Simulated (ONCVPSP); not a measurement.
# u(r) = r·R(r): atom against pseudo-atom (N (Z = 7))

Columns: radius, all-electron u(r) and pseudo u(r) of the 2p shell (level -7.04 eV) of nitrogen in the configuration [He] 2s2 2p3; PBEsol, scalar-relativistic, ONCV scheme, ONCVPSP 4.0.1.

| r (bohr) | all-electron | pseudo |
| --- | --- | --- |
| 0.062 | 0.0317 | 0.0126 |
| 0.125 | 0.1047 | 0.0505 |
| 0.188 | 0.1951 | 0.1114 |
| 0.250 | 0.2877 | 0.1896 |
| 0.312 | 0.3764 | 0.2799 |
| 0.375 | 0.4587 | 0.3769 |
| 0.438 | 0.5311 | 0.4723 |
| 0.500 | 0.5924 | 0.5594 |
| 0.562 | 0.6440 | 0.6362 |
| 0.625 | 0.6868 | 0.7014 |
| 0.688 | 0.7203 | 0.7518 |
| 0.750 | 0.7451 | 0.7858 |
| 0.812 | 0.7625 | 0.8043 |
| 0.875 | 0.7737 | 0.8089 |
| 0.938 | 0.7790 | 0.8034 |
| 1.000 | 0.7794 | 0.7928 |
| 1.062 | 0.7758 | 0.7812 |
| 1.125 | 0.7686 | 0.7699 |
| 1.188 | 0.7585 | 0.7586 |
| 1.250 | 0.7462 | 0.7462 |
| 1.312 | 0.7320 | 0.7320 |
| 1.375 | 0.7161 | 0.7161 |
| 1.438 | 0.6990 | 0.6990 |
| 1.500 | 0.6812 | 0.6812 |
| 1.562 | 0.6628 | 0.6628 |
| 1.625 | 0.6436 | 0.6436 |

Question: How many radial nodes do the two functions have?

Answer: The all-electron 2p function has n − l − 1 = 0; the pseudo-wave has 0.

Question: At about which radius was the pseudo-wave matched?

Answer: 1.25 bohr, where the columns begin to agree (steps of 0.06 bohr).

Question: Where does each function peak?

Answer: Outermost all-electron maximum near 1.00 bohr, pseudo maximum near 0.88 bohr (to the table’s step).

Question: Is the pseudo-wave norm-conserving?

Answer: Yes: the ONCV scheme keeps the norm inside the radius equal to the all-electron one, which fixes the energy derivative of the logarithmic derivative at the level.
